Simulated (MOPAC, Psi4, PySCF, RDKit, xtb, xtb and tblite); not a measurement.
Two geometries of SMILES C(CC[SiH3])(O)=O (C3H8O2Si), relaxed at GFN2-xTB with one dihedral held; other torsions can differ between them too.

Structure A

```
14

O      2.7043    -0.0988    -0.2362
C      1.6307     0.2544     0.1741
O      1.2735     1.5461     0.2029
C      0.5690    -0.6613     0.7171
C     -0.6987     0.0508     1.1696
Si    -0.3782     1.4408     2.4400
H      1.9938     2.1070    -0.1246
H      0.3564    -1.4052    -0.0572
H      1.0232    -1.2025     1.5518
H     -1.2030     0.4659     0.2968
H     -1.3719    -0.6972     1.5892
H      0.9506     1.2792     3.0343
H     -1.3735     1.2971     3.5097
H     -0.5251     2.7614     1.8339
```

Structure B

```
14

O     -2.6232    -0.0503    -0.4788
C     -1.5763     0.2389     0.0328
O     -1.0309     1.4593    -0.0894
C     -0.6855    -0.6811     0.8165
C      0.3031    -1.3468    -0.1476
Si     1.4074    -0.1080    -1.0882
H     -1.5850     2.0280    -0.6469
H     -1.3022    -1.4349     1.3097
H     -0.1441    -0.1001     1.5628
H     -0.2576    -1.9574    -0.8571
H      0.9252    -2.0327     0.4295
H      1.9085     0.9046    -0.1611
H      2.5251    -0.8737    -1.6466
H      0.6686     0.5149    -2.1868
```

Question: Which is lower in energy at the level B3LYP-D3(BJ)/def2-TZVP // GFN2-xTB run with Psi4 1.11, and by how much?

Answer: B is lower, by 5.29 kJ/mol (dihedral O1–C2–C4–C5: 180° in A, 90° in B).

E(B) − E(A) in kJ/mol at the other levels, on the same two geometries: GFN2-xTB (xtb and tblite) -1.86; MMFF94 // GFN2-xTB (RDKit) -21.20; B3LYP/def2-TZVP // GFN2-xTB (Psi4) -5.24; PBE/def2-TZVP // GFN2-xTB (Psi4) -4.31; PBE-D3(BJ)/def2-TZVP // GFN2-xTB (Psi4) -4.36; UFF // GFN2-xTB (RDKit) -28.18; PM7, restricted, heats of formation // GFN2-xTB (MOPAC) -11.27; AM1, restricted, heats of formation // GFN2-xTB (MOPAC) 2.95; GFN1-xTB // GFN2-xTB (xtb) 11.60; restricted B3LYP/6-31G*, spherical d, density fitting // GFN2-xTB (PySCF) -4.25; restricted BP86/6-31G*, spherical d, density fitting // GFN2-xTB (PySCF) -3.30.
